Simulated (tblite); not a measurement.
C₆H₄BrF (charge +1 and doublet state).
Numbering: `[F:1][C:2]1=[CH:3][CH:4]=[C:5]([Br:6])[CH:7][CH+:8]1` (hydrogens: H9 on C3; H10 on C4; H11 on C7; H12 on C8)
Bond orders are those of one Lewis drawing.

Computed with GFN2-xTB (tblite), gas phase: L-BFGS steps from a force-field or distance-geometry start until the largest atomic force falls under 0.01 eV/Å.

Step 4: E = -630.5665 eV
```
atom  x, y, z in Å  |  force x, y, z in eV/Å
F1     -2.5536   -0.9363   -0.3329    0.190  -0.034   0.061
C2     -1.3306   -0.4994   -0.1703   -0.012   0.018  -0.015
C3     -1.0275    0.8204   -0.5363    0.172   0.362  -0.061
C4      0.2518    1.3009   -0.3732   -0.174   0.046  -0.057
C5      1.2521    0.4613    0.1584    0.065   0.089  -0.016
Br6     3.0116    1.1275    0.3749   -0.368  -0.177  -0.031
C7      0.9407   -0.8662    0.5245   -0.075   0.041  -0.045
C8     -0.3391   -1.3429    0.3622    0.180   0.061   0.030
H9     -1.8037    1.4524   -0.9403   -0.061   0.020  -0.028
H10     0.4826    2.3190   -0.6522    0.036  -0.017   0.010
H11     1.7201   -1.4895    0.9256    0.052  -0.167   0.076
H12    -0.6033   -2.3479    0.6336   -0.005  -0.241   0.076
```

Step 5: E = -630.5757 eV
```
atom  x, y, z in Å  |  force x, y, z in eV/Å
F1     -2.5393   -0.9354   -0.3296   -0.045  -0.080   0.018
C2     -1.3223   -0.4946   -0.1694    0.003   0.017  -0.019
C3     -1.0260    0.8275   -0.5382   -0.030   0.157  -0.037
C4      0.2479    1.3027   -0.3738    0.047   0.116  -0.040
C5      1.2459    0.4594    0.1564    0.092   0.102   0.003
Br6     2.9985    1.1214    0.3739   -0.239  -0.124  -0.019
C7      0.9382   -0.8674    0.5244    0.113   0.047  -0.008
C8     -0.3364   -1.3438    0.3627    0.031  -0.015   0.026
H9     -1.8053    1.4543   -0.9415   -0.081   0.036  -0.038
H10     0.4834    2.3180   -0.6520    0.058   0.046  -0.002
H11     1.7167   -1.4920    0.9258    0.072  -0.140   0.072
H12    -0.6001   -2.3508    0.6352   -0.020  -0.164   0.046
```

Step 6: E = -630.5798 eV
```
atom  x, y, z in Å  |  force x, y, z in eV/Å
F1     -2.5333   -0.9364   -0.3278   -0.104  -0.076   0.002
C2     -1.3185   -0.4920   -0.1693    0.014   0.030  -0.018
C3     -1.0266    0.8332   -0.5399    0.001  -0.006   0.021
C4      0.2476    1.3057   -0.3747    0.011   0.057  -0.031
C5      1.2444    0.4605    0.1555    0.018   0.039   0.007
Br6     2.9882    1.1164    0.3731   -0.072  -0.053  -0.001
C7      0.9391   -0.8673    0.5243    0.130  -0.001   0.015
C8     -0.3345   -1.3444    0.3635   -0.016  -0.059   0.026
H9     -1.8075    1.4558   -0.9428   -0.106   0.066  -0.052
H10     0.4848    2.3185   -0.6520    0.079   0.118  -0.020
H11     1.7164   -1.4957    0.9272    0.048  -0.078   0.044
H12    -0.5990   -2.3550    0.6368   -0.003  -0.036   0.008
```

Step 7: E = -630.5815 eV
```
atom  x, y, z in Å  |  force x, y, z in eV/Å
F1     -2.5327   -0.9381   -0.3270   -0.048  -0.038   0.002
C2     -1.3173   -0.4907   -0.1697    0.003  -0.018   0.003
C3     -1.0264    0.8358   -0.5402   -0.074  -0.035   0.004
C4      0.2474    1.3077   -0.3757    0.034   0.063  -0.022
C5      1.2442    0.4617    0.1553   -0.043  -0.021   0.006
Br6     2.9828    1.1134    0.3727    0.031  -0.006   0.009
C7      0.9414   -0.8673    0.5245    0.049  -0.036   0.014
C8     -0.3335   -1.3454    0.3643   -0.004  -0.021   0.010
H9     -1.8102    1.4575   -0.9442   -0.055   0.031  -0.026
H10     0.4869    2.3209   -0.6523    0.068   0.094  -0.016
H11     1.7173   -1.4987    0.9286    0.031  -0.036   0.024
H12    -0.5987   -2.3576    0.6376    0.008   0.021  -0.008
```

Task: Estimate the geometry and energy of step 8. (The exact step hangs on the optimiser's Hessian estimate; all steps are aligned on step 7, rigid shifts and turns removed.)

Result: E = -630.5822 eV, largest force 0.082 eV/Å
```
atom  x, y, z in Å  |  force x, y, z in eV/Å
F1     -2.5335   -0.9394   -0.3267    0.000  -0.019   0.007
C2     -1.3172   -0.4909   -0.1698   -0.007  -0.014   0.005
C3     -1.0276    0.8367   -0.5404   -0.023  -0.016   0.003
C4      0.2478    1.3097   -0.3765   -0.026   0.015  -0.015
C5      1.2437    0.4620    0.1553   -0.056  -0.024  -0.002
Br6     2.9813    1.1122    0.3728    0.059   0.008   0.012
C7      0.9429   -0.8680    0.5247    0.005  -0.041   0.012
C8     -0.3328   -1.3459    0.3648   -0.003  -0.006   0.000
H9     -1.8122    1.4586   -0.9451   -0.029   0.009  -0.011
H10     0.4890    2.3236   -0.6528    0.054   0.061  -0.009
H11     1.7185   -1.5007    0.9297    0.014  -0.009   0.009
H12    -0.5986   -2.3585    0.6379    0.012   0.036  -0.011
```

The energy changes by -0.0007 eV. The first-order estimate −F·Δx gives -0.0011 eV and the mean of the old and new forces, exact on a quadratic surface, -0.0007 eV. The step makes an angle of 40° with the force vector and moves no atom by more than 0.003 Å.

The cost below is that of the whole relaxation. Time: under 0.1 s of wall time. Hardware: one thread, Arm Neoverse V2 (aarch64) (shared host).
